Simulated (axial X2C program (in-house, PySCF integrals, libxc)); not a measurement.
Potential curves of CsC⁻, with spin–orbit coupling

All values were computed with an axial X2C code built on PySCF integrals. Two-component (2c) means X2C with spin–orbit coupling and atomic mean-field two-electron Coulomb and Gaunt terms. Basis: Cs dyall-acv3z [16s16p10d4f1g], C dyall-av3z [8s7p3d2f] (cores contracted in-house); Gaussian nuclei, density fitting, unrestricted open shells. Masses: Cs 132.905 u, C 12.000 u.

State: Ω = 1 (⟨Sz⟩ = 1.00, ⟨Lz⟩ = 0.00 at PBE0). Energies in eV from the fragments at the same level (Cs + C-). Fits are polynomials in 1 − R0/R over 0.85 to 1.23 times the lowest point R0.

```
 R (Å)     PBE0
2.4812  -1.2045
2.5953  -1.3510
2.6809  -1.4141
2.7664  -1.4465
2.8520  -1.4555
2.9518  -1.4435
3.0516  -1.4143
3.1800  -1.3600
3.3368  -1.2790
3.5650  -1.1507
```

The state is a single determinant with fixed occupations, the lowest that a limited PBE0 search found. Dissociation energies refer to the lowest single-determinant-based atoms at the same level and basis. Density functionals use the spin component along the axis (collinear). PBE0 can misorder states that lie within some tenths of an eV, so this need not be the ground state of the molecule. The nearest other 2c determinant of the search, Ω = 2, lies 0.01 eV up at the distance of the search. The functionals have no current-density term, which raises determinants with orbital currents, atoms included. With several unpaired electrons one determinant need not be a pure state. Open-shell Ω = 0 determinants with evenly filled partner blocks cannot be reached by this program, so the Ω shown need not be the lowest component. This is the Ω = 1 component of a π² triplet; the 0⁺ component is not one determinant and can lie lowest. The highest occupied level of some functionals is positive through self-interaction error; at Hartree–Fock it is bound. The determinant is spin-polarised beyond a pure state at some levels (its spin-free form has ⟨S²⟩ too high), which makes Re and μ there less reliable.

Fit the PBE0 curve near its minimum: give the equilibrium distance, the harmonic wavenumber and the well depth.

At PBE0, 2c: Re = 2.848 Å, ωe ≈ 247 cm⁻¹, De = 1.46 eV to Cs + C-; Be follows as 0.189 cm⁻¹.
